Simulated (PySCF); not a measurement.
NMR data simulated for an unnamed compound:

1H NMR (500 MHz, computed): δ 7.30 (m, 1H), 7.29 (m, 1H), 7.13 (m, 1H), 7.09 (m, 1H), 2.33 (dd, J = 3.4, 1.0 Hz, 3H).

13C{1H} NMR (computed): δ 169.1 (C, d, J = 310.3 Hz), 136.7 (CH, d, J = 2.5 Hz), 133.0 (CH, d, J = 5.1 Hz), 130.3 (C, d, J = 14.0 Hz), 128.5 (CH), 119.8 (CH, d, J = 19.0 Hz), 17.7 (CH3, d, J = 4.3 Hz).

How the numbers were obtained: geometry: PBE0-D3(BJ)/def2-SVP, couplings computed with B3LYP/pcJ-1 (spin–dipole term only in couplings to heteroatoms), PBE0/pcSseg-1 with gauge-including orbitals, in PySCF 2.14.0 with density-fitted response routines (in vacuum, single conformer, equivalent nuclei averaged, no relativistic terms).

Chemical shifts δ = σref − σ; TMS for 1H and 13C, all at this level.

Which of these does the molecule contain: a tert-butyl group, a CF3 group, a benzene ring, an N-methyl group?

Answers


- A tert-butyl group: no.
- A CF3 group: no.
- A benzene ring: yes.
- An N-methyl group: no.

The data belong to 2-methyl-1-fluorobenzene (SMILES Cc1ccccc1F); they needn't prove each group on their own.

Carbon signals by region: 1 in the far downfield region (above 160 ppm), 5 in the sp2 and nitrile region (100–160 ppm), 1 below 50 ppm. Above 160 ppm: 169.1, aromatic carbon bearing fluorine.

C–F couplings over four or more bonds (about 3 Hz to the para carbon of a fluoroarene) are left out. Common functionals overestimate the size of one-bond C–F couplings by tens of Hz; these are unscaled. Splittings below 1 Hz are ignored in the labels, and close J values are merged. Unscaled 3J(H,H) at this level run about 9 % above measured values. Shifts are as computed. Against solution values, carbons near 30 ppm lie about +2 ppm off and those near 130 ppm about +4 ppm. Of 246 compounds with measured shifts, 49 miss one by over three times the rms of a fit or turn the order of signals round; such compounds aren't used in these exercises.
